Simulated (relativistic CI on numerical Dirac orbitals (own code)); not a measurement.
# Calculated levels, Os²⁹⁺

Calculated at this level of theory: Dirac-Coulomb-Breit CI, KLI orbitals optimised for each configuration, model QED (radiative potential, 1s self-energy scaled to tabulated hydrogen-like ionisation energies), unscaled Slater integrals (own radial code, finite nucleus).

CI space (outside the closed core [Ar] 3d10): 4s2 4p6 4d10 4f, 4s2 4p6 4d9 4f2, 4s2 4p6 4d10 5s, 4s2 4p6 4d10 5p, 4s2 4p5 4d10 4f2, 4s2 4p6 4d10 5d, 4s 4p6 4d10 4f2, 4s2 4p6 4d9 4f 5s, 4s2 4p4 4d10 4f3, 4s2 4p6 4d9 5s2, 4s2 4p6 4d10 5f, 4s2 4p6 4d9 4f 5p, 4s2 4p6 4d8 4f2 5s, 4s2 4p6 4d9 5s 5p, 4s2 4p6 4d10 6s, 4s2 4p6 4d10 5g. Levels of other configurations are missing.

The lowest level is 4s2 4p6 4d10 4f 2F°_5/2, with 100 % of that term; Hund's rules for 4s2 4p6 4d10 4f give 2F° with J = 5/2, in agreement.

```
No.    Configuration  Term     J   E (eV)    %       Next component (%)  Lifetime (s)
  1  4s2 4p6 4d10 4f   2F°   5/2    0.000  100                                       
  2  4s2 4p6 4d10 4f   2F°   7/2    4.409  100                               1.93e-03
  3  4s2 4p6 4d10 5s    2S   1/2  159.123   98  2 4s2 4p6 4d8 4f2 5s 2S              
  4  4s2 4p6 4d9 4f2    4F   3/2  201.515   93                     5 2D      1.08e-08
  5  4s2 4p6 4d9 4f2    4F   5/2  202.128   62                    20 4G      1.16e-07
  6  4s2 4p6 4d9 4f2    4F   7/2  204.176   44                    37 4G      5.21e-09
  7  4s2 4p6 4d9 4f2    2G   7/2  206.794   27                    24 4D      1.05e-09
  8  4s2 4p6 4d9 4f2    4K  13/2  207.152   43                    42 2K              
  9  4s2 4p6 4d9 4f2    4G   9/2  207.222   43                    34 4F      1.10e-08
 10  4s2 4p6 4d9 4f2    4D   5/2  207.830   35                    22 4G      9.53e-10
 11  4s2 4p6 4d9 4f2    2G   9/2  208.232   33                    32 4F      1.04e-06
 12  4s2 4p6 4d9 4f2    2F   5/2  209.018   39                    27 4F      1.79e-10
 13  4s2 4p6 4d9 4f2    4D   3/2  209.428   56                    18 4F      1.22e-09
 14  4s2 4p6 4d9 4f2    4K  15/2  209.433   76                    20 2K      5.84e-03
 15  4s2 4p6 4d9 4f2    4I  11/2  209.487   33                    25 4H              
 16  4s2 4p6 4d9 4f2    4D   7/2  209.943   38                    28 2G      1.00e-07
 17  4s2 4p6 4d9 4f2    4G  11/2  210.632   48                    28 4H      2.34e-04
 18  4s2 4p6 4d9 4f2    4G   7/2  210.791   32                    27 2F      3.12e-09
 19  4s2 4p6 4d9 4f2    4D   1/2  211.125   57                    35 4P      3.49e-05
 20  4s2 4p6 4d9 4f2    4K  17/2  211.254   89                    11 2L      1.39e-02
 21  4s2 4p6 4d9 4f2    4H  13/2  211.624   61                    21 2I              
 22  4s2 4p6 4d9 4f2    4D   5/2  212.244   30                    30 2F      1.34e-09
 23  4s2 4p6 4d9 4f2    4G   9/2  212.777   47                    18 2G      3.37e-09
 24  4s2 4p6 4d9 4f2    2H   9/2  213.146   40                    28 4G      1.12e-07
 25  4s2 4p6 4d9 4f2    4G  11/2  213.957   25                    23 2H      4.00e-04
 26  4s2 4p6 4d9 4f2    2F   7/2  214.054   35                    28 2G      6.07e-10
 27  4s2 4p6 4d9 4f2    4I  13/2  214.064   43                    27 2K              
 28  4s2 4p6 4d9 4f2    2D   3/2  214.274   70                    20 4P      4.18e-10
 29  4s2 4p6 4d9 4f2    4P   1/2  214.706   52                    24 4D      2.43e-05
 30  4s2 4p6 4d9 4f2    2H   9/2  214.796   40                    15 4I      3.19e-08
 31  4s2 4p6 4d10 5p   2P°   1/2  215.515  100                               3.72e-11
 32  4s2 4p6 4d9 4f2    2I  13/2  216.246   61                    31 4H              
 33  4s2 4p6 4d9 4f2    4G   5/2  216.249   27                    25 2D      4.32e-11
 34  4s2 4p6 4d9 4f2    4G  11/2  216.304   55                    29 4H      4.92e-05
 35  4s2 4p6 4d9 4f2    2L  17/2  216.325   89                    11 4K      1.60e-03
 36  4s2 4p6 4d9 4f2    2F   7/2  216.410   49                    27 2G      1.52e-10
 37  4s2 4p6 4d9 4f2    2D   3/2  216.673   38                    30 4F      9.83e-11
 38  4s2 4p6 4d9 4f2    4I  15/2  216.687   78                    21 2K      1.61e-03
 39  4s2 4p6 4d9 4f2    2G   9/2  217.443   58                    19 2H      5.67e-11
 40  4s2 4p6 4d9 4f2    2H  11/2  217.762   58                    21 4G      7.48e-05
 41  4s2 4p6 4d9 4f2    2G   7/2  218.514   28                    27 4D      1.24e-10
 42  4s2 4p6 4d9 4f2    2G   9/2  218.771   30                    24 2H      7.30e-11
 43  4s2 4p6 4d9 4f2    2D   5/2  219.070   44                    34 2F      2.18e-10
 44  4s2 4p6 4d9 4f2    2H  11/2  219.197   34                    24 4H      9.90e-05
 45  4s2 4p6 4d9 4f2    2P   3/2  219.509   32                    29 4P      2.48e-10
```

Energies count from the lowest computed level; ° marks odd parity; lifetimes are radiative, by E1, M1, E2, M2 decay to levels of this space only; some are left blank where a channel outside the calculation adds to the decay or the decay crosses a small, uncertain gap.

The mean weight of the leading LS term, summed over parents, in these 45 levels is 53 %, and that of the leading jj configuration (from the same eigenvectors) 74 %, so jj coupling describes them better and the LS labels are nominal.

At this charge energies of transitions that change n are usually good to better than 1 %, and those within a shell (Δn = 0) to a few per cent.

LS names give the leading component of a level, which can be under half, so a name can repeat, a term be missing and a line seem to break the LS rules.
